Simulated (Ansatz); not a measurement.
Geometry optimisation, UHF/def2-SVP in Ansatz.

Input file:

```yaml
crystal:
  periodic: [false, false, false]
  atoms:
    - { symbol: Ge, position_ang: [-0.028426, -0.049816, -0.04802] }
    - { symbol: Cl, position_ang: [0.00874, 0.014992, 2.127399] }
    - { symbol: F, position_ang: [1.559933, -0.004912, -0.620642] }
    - { symbol: F, position_ang: [-0.783604, 1.348125, -0.620943] }
    - { symbol: Cl, position_ang: [-1.009252, -1.748831, -0.788935] }
    - { symbol: Cl, position_ang: [-9.1e-05, -0.000157, 5.373041] }
magnetization:
  spin_polarized: true
  initial_magnetization: 1
basis:
  gaussian: { orbitals: def2-SVP }
hamiltonian:
  xc: hf
relax:
  f_tol: 0.03
  max_steps: 50
```

Command:

```bash
$ ansatz run input.yaml --threads 4 --pin off --max-ram 5120MiB --backend cpu --events-out ev --progress --plain --runs-dir out
```

Problem. Where does it end, and by what steps?

Solution. It converged. The force dipped under the threshold on the way, but the program's further checks kept it going. After 7 steps the energy has fallen by 0.103 eV; Cl6 moved furthest, 0.51 Å.

```csv
step,energy less start (eV),largest force component (eV/Å),accepted
0,0.0000,1.456,yes
1,-0.0511,0.201,yes
2,-0.0814,0.164,yes
3,-0.0837,0.122,yes
4,-0.0948,0.062,yes
5,-0.1010,0.055,yes
6,-0.1027,0.010,yes
7,-0.1029,0.021,yes
```

```xyz
6
Properties=species:S:1:pos:R:3
Ge -0.028 -0.049 -0.123
Cl 0.012 0.020 1.977
F 1.555 -0.007 -0.718
F -0.783 1.342 -0.719
Cl -1.009 -1.748 -0.880
Cl 0.000 0.001 5.885
```

Whether the end is a true minimum wasn't checked by a vibrational analysis.

Time of the run: 37 s on 4 threads of AMD EPYC 9R45 96-Core Processor (Zen 5), on a shared host, peak memory 0.71 GiB.
